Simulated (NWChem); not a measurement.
**A calculation on BeO**

```xyz
2

Be     0.0000     0.0000     0.9063
O      0.0000     0.0000    -0.4531
```
Charge 0, spin multiplicity 1.

Program: NWChem. All single points use one geometry, from PBE/def2-SVP, a minimum by its harmonic frequencies.

Symmetry labels belong to the abelian group C2v used in the runs, with the axes of the coordinates shown; states degenerate in a higher group split over its labels.

B3LYP has NWChem's definition, with VWN1-RPA local correlation. The structure started from a generated list of species.

Task: List the lowest 4 singlet excitations that TD-B3LYP/def2-SVPD, VWN1-RPA local correlation gives, with oscillator strengths.

Result: 
```
state  symmetry  energy (eV)  wavelength (nm)      f
-----  --------  -----------  ---------------  -----
1            b2         1.43              867  0.011
2            b1         1.43              867  0.011
3            a1         2.69              460  0.019
4            a2         5.47              227  0.000
```
